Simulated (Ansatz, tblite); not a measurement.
Isomers of Li₁₉⁺ (singlet), found by a short tight-binding search and relaxed with PBE/def2-SVP in Ansatz.

The xTB rows come from tblite. B3LYP takes the VWN-RPA correlation. HSE06 is defined as in plane-wave codes, on full-range PBE exchange. Correlated methods freeze no core orbitals; core or outer-core shells of Li are correlated, in sets that lack core-valence functions.

Run but left out: HF/STO-3G (A: restricted singlet, unstable in another Hartree–Fock run and untested here); HF/def2-SVP, HF/def2-TZVP (A: restricted singlet, unstable towards broken spin symmetry).

A: The restricted singlet is unstable towards broken spin symmetry in Hartree–Fock (as tested in another run); at PBE/def2-SVP, PBE/def2-TZVP, r2SCAN/def2-TZVP, B3LYP/def2-TZVP and others this wasn't settled. At CCSD(T)/def2-SVP T1 of the charge 1 singlet is large (up to 0.021), so the single-reference result is doubtful. At CCSD(T)/def2-SVP, MP2/def2-TZVP the restricted singlet (for correlated methods, its reference) is unstable: a solution with broken spin symmetry lies lower. B: The restricted singlet is unstable towards broken spin symmetry in Hartree–Fock (as tested in another run); at PBE/def2-SVP, PBE/def2-TZVP, r2SCAN/def2-TZVP, B3LYP/def2-TZVP and others this wasn't settled. At CCSD(T)/def2-SVP T1 of the charge 1 singlet is large (up to 0.021), so the single-reference result is doubtful. At CCSD(T)/def2-SVP, MP2/def2-TZVP the restricted singlet (for correlated methods, its reference) is unstable: a solution with broken spin symmetry lies lower. C: The restricted singlet is unstable towards broken spin symmetry in Hartree–Fock (as tested in another run); at PBE/def2-SVP, PBE/def2-TZVP, r2SCAN/def2-TZVP, B3LYP/def2-TZVP and others this wasn't settled. At CCSD(T)/def2-SVP, MP2/def2-TZVP the restricted singlet (for correlated methods, its reference) is unstable: a solution with broken spin symmetry lies lower. D: The restricted singlet is unstable towards broken spin symmetry in Hartree–Fock (as tested in another run); at PBE/def2-SVP, PBE/def2-TZVP, r2SCAN/def2-TZVP, B3LYP/def2-TZVP and others this wasn't settled. At CCSD(T)/def2-SVP, MP2/def2-TZVP the restricted singlet (for correlated methods, its reference) is unstable: a solution with broken spin symmetry lies lower. E: The restricted singlet is unstable towards broken spin symmetry in Hartree–Fock (as tested in another run); at PBE/def2-SVP, PBE/def2-TZVP, r2SCAN/def2-TZVP, B3LYP/def2-TZVP and others this wasn't settled. At CCSD(T)/def2-SVP, MP2/def2-TZVP the restricted singlet (for correlated methods, its reference) is unstable: a solution with broken spin symmetry lies lower.

Other spin states weren't relaxed.

A:

```csv
atom,x (Å),y (Å),z (Å)
Li1,-1.910,2.209,-0.218
Li2,-1.432,1.435,-3.234
Li3,-1.865,2.417,2.856
Li4,2.749,-3.576,0.804
Li5,0.389,-2.597,2.714
Li6,-3.956,0.456,1.277
Li7,0.586,0.392,3.804
Li8,0.117,-2.458,-0.201
Li9,2.589,-1.458,-1.614
Li10,0.629,3.370,-1.676
Li11,2.028,-0.665,1.243
Li12,1.755,1.058,-3.638
Li13,-2.307,-0.694,-1.070
Li14,0.434,0.543,-1.249
Li15,0.766,2.192,1.252
Li16,-0.094,-1.506,-3.190
Li17,3.102,1.494,-0.776
Li18,-1.043,-0.072,1.471
Li19,-2.536,-2.539,1.446
```

B:

```xyz
19

Li    0.611    2.310   -2.370
Li   -2.747   -3.100    1.657
Li   -0.775   -1.689    0.648
Li   -2.015   -2.569   -2.068
Li    1.035   -2.589   -1.519
Li    1.163   -0.363   -3.668
Li    2.056   -1.919    1.433
Li   -1.446    2.093    0.012
Li   -2.303    0.938   -3.278
Li    3.862    1.476   -1.675
Li    3.085    0.911    2.112
Li    0.024   -1.215    3.651
Li    1.843    0.131   -0.671
Li    1.583    2.940    0.428
Li   -0.021    2.436    3.314
Li   -3.316   -0.415   -0.392
Li    0.368    0.552    1.494
Li   -0.661   -0.143   -1.510
Li   -2.344    0.216    2.405
```

C:

```xyz
19

Li    3.689   -0.965    1.475
Li   -3.395    0.914    0.524
Li    1.080    2.562   -1.129
Li    3.787    0.943   -1.213
Li   -0.608    1.272    0.884
Li    1.953    2.343    1.735
Li   -1.844   -1.091    2.129
Li   -1.351    3.833    0.645
Li   -2.668   -1.100   -2.930
Li   -1.700    1.711   -1.819
Li   -1.442    1.919    3.345
Li    0.936   -0.258    2.843
Li   -0.290   -3.077   -2.196
Li    0.601   -2.683    0.779
Li    1.593   -0.099   -0.010
Li   -2.775   -3.022   -0.214
Li    2.824   -2.111   -1.393
Li   -1.125   -0.920   -0.698
Li    0.735   -0.172   -2.758
```

D:

Cartesian coordinates in Å:
```
Li -1.404 -0.397 0.762
Li 0.544 1.506 0.370
Li 2.569 -0.139 1.293
Li -1.782 1.558 -1.321
Li 3.003 2.172 -0.631
Li 1.025 -1.845 -3.686
Li -4.001 -0.257 0.167
Li 0.718 -0.996 -0.914
Li -1.678 -1.311 -2.195
Li 0.905 1.132 -2.636
Li 3.297 -1.157 -1.594
Li 1.786 3.083 2.205
Li -2.134 -3.000 0.299
Li -1.984 2.355 1.607
Li -2.607 -1.288 3.033
Li 0.248 3.966 -0.642
Li 0.361 -2.291 1.798
Li 1.064 -3.612 -1.014
Li 0.071 0.522 3.098
```

E:

```xyz
19

Li    1.962   -1.301   -1.152
Li   -0.679   -2.515   -2.391
Li    2.784   -2.579    1.544
Li   -0.943    2.719   -2.095
Li   -0.507    2.290    0.870
Li    1.310   -0.121    1.223
Li    2.191    2.470    2.123
Li    0.440   -1.480    3.605
Li   -2.459   -3.021    2.732
Li   -3.251    1.272   -0.464
Li   -1.663   -0.303    1.850
Li   -0.792   -0.039   -1.042
Li    4.061    0.285    0.481
Li   -2.524   -0.096   -3.233
Li    0.591    0.349   -3.469
Li   -0.214   -2.546    0.791
Li    1.746    1.847   -0.861
Li    0.943    4.663   -0.151
Li   -2.995   -1.893   -0.360
```

Question: Estimate their order by electronic energy at PBE0/def2-TZVP, counted from the lowest.

Answer: C (0.0) < D (0.3) < E (6.7) < A (6.9) < B (15.0), in kcal/mol. Gaps under about 2 kJ/mol are ties within the noise of geometry and basis.

Question: Do the other levels pick the same lowest one?

Answer: Not GFN1-xTB, CAM-B3LYP/def2-TZVP. Energies above each level's lowest (kcal/mol):

```csv
level,A,B,C,D,E
GFN1-xTB,0.0,8.4,0.7,2.3,5.7
PBE/def2-SVP,5.4,13.9,0.0,0.4,6.5
PBE/def2-TZVP,6.0,14.0,0.0,0.4,6.6
r2SCAN/def2-TZVP,7.5,14.3,0.0,0.4,7.6
B3LYP/def2-TZVP,5.1,14.8,0.0,0.3,4.3
PBE0/def2-SVP,6.3,14.7,0.0,0.2,6.4
PBE0/def2-TZVP,6.9,15.0,0.0,0.3,6.7
HSE06/def2-TZVP,6.5,14.8,0.0,0.3,6.5
CAM-B3LYP/def2-TZVP,6.7,16.4,0.1,0.0,4.1
MP2/def2-SVP,8.1,13.4,0.0,1.4,10.7
MP2/def2-TZVP,8.6,12.5,0.0,1.3,10.6
CCSD/def2-SVP,3.4,14.0,0.0,0.3,2.8
CCSD(T)/def2-SVP,3.0,12.6,0.0,0.8,4.4
```
Point groups (tolerance 0.1 Å): A Cs, B not assigned, C Cs, D not assigned, E Cs. Lower isomers may exist.
